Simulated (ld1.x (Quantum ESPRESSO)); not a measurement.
# Pseudopotential generation for silicon (Si): RRKJ, PBE, scalar-relativistic.

silicon, norm-conserving RRKJ (Kleinman–Bylander form), made with ld1.x (Quantum ESPRESSO) 7.5 (PBE, scalar-relativistic). Core [Ne], reference 3s1.5 3p2.5. Waves: 3s (bound): rc 1.70 bohr; 3p (bound): rc 1.50 bohr. Local part: all-electron potential smoothed inside 1.92 bohr (lloc = -1). Core correction: Bessel-smoothed model core inside 0.75 bohr. rho0 = 0.02.

* Cutoffs needed: 40 Ry and 55 Ry (the cutoffs (Ry, on a coarse ladder) from which the occupation-weighted sum of valence levels, in a spherical-Bessel basis at the reference potential, stays within 10 and 1 mRy of its value at 400 Ry)
* Ghost test: no extra level below or beside the all-electron valence levels (s, p, d, f tested) (spherical-Bessel basis up to 400 Ry, 20 bohr box)
* Largest excitation error: +52 meV (all-electron minus pseudo) for 3s1 3p0, out of 7 test configurations
